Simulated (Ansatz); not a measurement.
Reaction (formal loss of a carbene): `BC1(C)CO1` → `BC1CO1` + `[CH2]` (triplet)

Computed with Ansatz on PBE0-D4/def2-TZVP structures; ΔE is electronic, products minus reactants. CCSD(T)/CBS is the MP2 limit (def2-TZVPP, def2-QZVPP) plus CCSD(T) − MP2 in def2-TZVPP, frozen cores. This one scheme is used for every species. Triplets are unrestricted, without spin–orbit coupling.

```tsv
species	CCSD(T)/CBS(def2) energy (Eh)
`BC1(C)CO1`	-218.26931
`BC1CO1`	-179.00293
`[CH2]` (triplet)	-39.09499
```

**Question.** Work out ΔE.

**Answer.** ΔE = (-179.00293) + (-39.09499) − (-218.26931) = 0.17139 Eh = +4.66 eV.

Largest T1 diagnostic among the species: 0.012.

From PBE to PBE0 (25 % exact exchange), in def2-TZVPP and without D4, ΔE moves by −0.08 eV. At CCSD(T), def2-SVP lies −0.15 eV from the extrapolated value and def2-TZVPP −0.12 eV.
